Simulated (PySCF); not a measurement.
Rb(Cl) anion (ClRb), SMILES [Rb][Cl] (connectivity only; charge and spin as stated), charge -1, multiplicity 2.

The structure is a stationary point at PBE-D3(BJ)/def2-TZVPD. The multiplicity is an assumed one; other spin states were not compared. The def2 effective core potentials stand for the cores of Rb; spin–orbit coupling is left out.

Two levels are set side by side: PBE/def2-TZVPD (PySCF) and PBE0/def2-TZVPD (PySCF). Same geometry, gas phase. Differences are taken from unrounded values.

```tsv
quantity	PBE0
α-spin orbital gap (eV)	1.52
β-spin orbital gap (eV)	4.87
```

Question: What does PBE give, and how far is it from PBE0? (Estimate from the structure and the level; the computed values follow.)

Answer: 
```tsv
quantity	PBE	PBE minus PBE0
α-spin orbital gap (eV)	0.86	-0.66
β-spin orbital gap (eV)	3.08	-1.79
```

Rough cost on one machine, each run with all the roots and properties that it gave: PBE0 against PBE within a factor of 2.
